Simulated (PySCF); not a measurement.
Species: B2FH4N.
Atom-mapped SMILES: `[BH2:1][NH:2][BH:3][F:4]` (hydrogens: H5, H6 on B1; H7 on N2; H8 on B3)

Geometry (PBE0-D3(BJ)/def2-SVP, Å), atoms numbered from 1 in this order:
```xyz
8
B2FH4N angstrom
B      1.2542    0.2872   -0.0902
N      0.0098   -0.3611   -0.2613
B     -1.2408    0.1079    0.2289
F     -2.3291   -0.6115   -0.0151
H      2.2510   -0.2103   -0.5569
H      1.2887    1.3272    0.5208
H     -0.0096   -1.2369   -0.7784
H     -1.3358    1.1325    0.8541
```

Computed with core-valence-separated Tamm–Dancoff BHandHLYP/aug-pcX-1 (pcseg-1 on H) in PySCF, non-relativistic, gas phase, PBE0-D3(BJ)/def2-SVP geometry. The energies are unshifted.

(1) What does the F 1s absorption edge look like?

(2) What does the N 1s absorption edge look like?

(3) List the boron K-edge absorption lines.

Answers

(1) 
```
E (eV)       f  core hole on  main final orbital  polarisation
684.62  0.0166            F4         LUMO (48 %)  out of plane
686.45  0.0002            F4       LUMO+1 (46 %)             –
687.26  0.0004            F4       LUMO+2 (50 %)             –
687.35  0.0030            F4       LUMO+1 (40 %)      in plane
688.11  0.0004            F4       LUMO+4 (61 %)             –
688.46  0.0000            F4       LUMO+7 (44 %)             –
688.58  0.0091            F4       LUMO+9 (32 %)      in plane
```

The first line with a tenth or more of the strongest one's intensity is at 684.62 eV (f = 0.017), with the hole on F4 (boron-bound fluorine), polarised out of plane. It is also the strongest listed.

(2) 
```tsv
E (eV)	f	core hole on	main final orbital	polarisation
398.48	0.0246	N2	LUMO (70 %)	out of plane
399.33	0.0159	N2	LUMO+2 (49 %)	out of plane
399.86	0.0181	N2	LUMO+1 (68 %)	in plane
401.68	0.0027	N2	LUMO+3 (31 %)	in plane
402.04	0.0000	N2	LUMO+4 (46 %)	–
402.40	0.0004	N2	LUMO+8 (58 %)	–
402.48	0.0058	N2	LUMO+5 (34 %)	in plane
```

The first line with a tenth or more of the strongest one's intensity is at 398.48 eV (f = 0.025), with the hole on N2 (boron-bound nitrogen), polarised out of plane. It is also the strongest listed.

(3) 
```
E (eV)       f  core hole on  main final orbital  polarisation
186.46  0.0840            B1         LUMO (77 %)  out of plane
188.44  0.0903            B3         LUMO (40 %)  out of plane
190.94  0.0104            B1       LUMO+1 (71 %)      in plane
191.24  0.0004            B1       LUMO+2 (86 %)             –
191.51  0.0072            B1       LUMO+4 (55 %)      in plane
191.86  0.0111            B1       LUMO+3 (37 %)      in plane
192.25  0.0005            B3         LUMO (50 %)             –
192.40  0.0086            B1       LUMO+8 (63 %)  out of plane
192.47  0.0019            B1       LUMO+5 (50 %)      in plane
192.49  0.0049            B3       LUMO+1 (53 %)      in plane
```

The first line with a tenth or more of the strongest one's intensity is at 186.46 eV (f = 0.084), with the hole on B1 (three-coordinate boron), polarised out of plane. The strongest listed is at 188.44 eV (f = 0.090; B3).

Roots within 0.03 eV whose holes lie on the same, on equivalent or on shared atoms are summed into one line, and the highest roots are left out, as the search may have cut off their partners. Final orbitals are the ground state's empty Kohn–Sham orbitals. A dash: too weak, shared between unlike atoms, or no plane or axis to refer to.

Q: What are the wavelength and the wavenumber of the 687.35 eV line?

A: λ = 12398.42 eV Å/687.35 eV = 18.038 Å; 5.5439 × 10⁶ cm⁻¹.

The ionisation thresholds weren't computed; near and above them a finite basis only mimics Rydberg series and continuum.

One conformer stands for the species.
